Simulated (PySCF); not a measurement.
# As: ionisation energy

As [Ar] 3d10 4s2 4p3 (4S) → As⁺ [Ar] 3d10 4s2 4p2 (3P), as a difference of total energies. All numbers are calculated (PySCF 2.14, the spin-free X2C one-electron Hamiltonian (Gaussian nucleus), in ANO-RCC-VTZP (6s5p3d1f, 43 functions)). Correlated levels: valence and next inner shell: [Ne] frozen. The calculations carry no spin-orbit coupling.

| method | ionisation energy (eV) |
| --- | --- |
| UHF | 9.420 |
| MP2 (valence and next inner shell) | 9.972 |
| SCS-MP2 (valence and next inner shell) | 9.800 |
| CCSD (valence and next inner shell) | 9.908 |
| CCSD(T) (valence and next inner shell) | 9.946 |

**Question.** How much does correlation contribute at CCSD(T) (valence and next inner shell)?

**Answer.** 9.946 − (9.420) = 0.526 eV, measured against UHF.

Errors of the correlated levels include the incompleteness of this basis and the frozen core.

For comparison: 10.008 eV (measured; NIST levels, between the centres of gravity of the two terms).
